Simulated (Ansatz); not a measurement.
Stepwise reaction of `[CH3][In]([CH3])[F]` with water, as a gas-phase model of exchange steps in deposition or etching. ΔE in kJ/mol; ΔG adds harmonic PBE0-D4 terms to CCSD(T)/CBS, at 1 bar.

Computed with Ansatz on PBE0-D4/def2-TZVP structures; ΔE is electronic, products minus reactants. CCSD(T)/CBS is the MP2 limit (def2-TZVPP, def2-QZVPP) plus CCSD(T) − MP2 in def2-TZVPP, frozen cores. This one scheme is used for every species. DFT in def2-TZVPP. B3LYP here is the variant with VWN-RPA as its local correlation; programs differ in this. def2 core potentials past Kr. For In outer-core shells are correlated without core-valence functions, which leaves a few kJ/mol of doubt a bond. Each species was taken in one conformer, which may not be the lowest.

```json
{"step": "1", "reaction": "`[CH3][In]([CH3])[F]` + H₂O → `[CH3][In]([OH])[F]` + CH₄", "PBE-D4": "-44.5", "B3LYP-D4": "-48.0", "ωB97M-V": "-43.6", "CCSD(T)/CBS": "-44.1", "ΔG(600 K)": "-34.1"}
{"step": "2", "reaction": "`[CH3][In]([OH])[F]` + H₂O → `[OH][In]([OH])[F]` + CH₄", "PBE-D4": "-28.4", "B3LYP-D4": "-31.3", "ωB97M-V": "-28.1", "CCSD(T)/CBS": "-26.7", "ΔG(600 K)": "-8.8"}
```

Question: By hand: ΔE of the 2 steps together at CCSD(T)/CBS.

Answer: (-44.1) + (-26.7) = -70.8 kJ/mol, or -35.4 kJ/mol a step.

In ΔE each step is higher than the one before. All are downhill at CCSD(T)/CBS. ΔG lies between -34.1 and -8.8 kJ/mol a step. PBE-D4 differs from CCSD(T)/CBS by -1.7 to -0.4 kJ/mol a step. Isolated molecules leave out the surface, adducts and barriers. Largest T1 diagnostic: 0.017.
